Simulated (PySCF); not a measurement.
Match the calculated data to a structure.

All candidates are C8H8.

- UV, strongest line: among the 6 lowest singlet transitions: S5 at 6.68 eV (186 nm, f = 0.017) [TDDFT CAM-B3LYP/def2-SVPD]
- Polarisability: 88.0 au [CAM-B3LYP/def2-SVPD]
- Rotational structure: rotational constants A, B, C: 2.515, 2.093, 1.390 GHz [PBE0-D3(BJ)/def2-SVP]
- Dipole: 0.94 D [CAM-B3LYP/def2-SVPD]
- UV, first state: lowest singlet excitation: 6.32 eV (196 nm, f = 0.001) [TDDFT CAM-B3LYP/def2-SVPD]

Gas-phase values; electronic properties from PySCF, density fitting. Levels stand in brackets. The structure is a single PBE0-D3(BJ)/def2-SVP conformer in the gas phase; no vibrational or solvent corrections.

Problem. Which candidate is it?
A. `C#CC1(C#C)CCC1`
B. `C#CC=C=CCC=C`
C. `CC#CC#CC1CC1`
D. `C1=C\C=C/C=C\C=C/1`

Solution. A. It is `C#CC1(C#C)CCC1`. Numbering: `[CH:1]#[C:2][C:3]1([C:4]#[CH:5])[CH2:6][CH2:7][CH2:8]1`. Its formula, C8H8, gives 5 degrees of unsaturation: 1 ring and 4 π bonds in the structure found. The optimised geometry has point group Cs and is an asymmetric top.

The others, at the same levels:
- `CC#CC#CC1CC1` fails: its computed lowest singlet excitation is 4.48 eV (277 nm, f = 0.000) (against 6.32 eV), static isotropic polarisability is 106.0 au (against 88.0 au) and rotational constant A is 12.570 GHz (against 2.515 GHz).
- `C1=C\C=C/C=C\C=C/1` fails: its computed lowest singlet excitation is 3.69 eV (336 nm, f = 0.000) (against 6.32 eV), static isotropic polarisability is 92.1 au (against 88.0 au) and dipole moment is 0.00 D (against 0.94 D).
- `C#CC=C=CCC=C` fails: its computed lowest singlet excitation is 5.36 eV (231 nm, f = 0.005) (against 6.32 eV), strongest line among the 6 lowest singlet transitions is S3 at 5.67 eV (219 nm, f = 0.466) (against S5 at 6.68 eV) and static isotropic polarisability is 106.0 au (against 88.0 au).

Each candidate is one conformer, not necessarily the lowest. Dipoles, sizes and rotational constants follow the conformer. The torsions of the flexible species, by atom-mapped SMILES:
- `[CH:1]#[C:2][CH:3]=[C:4]=[CH:5][CH2:6][CH:7]=[CH2:8]`: C4–C5–C6–C7 116°, C5–C6–C7–C8 116°
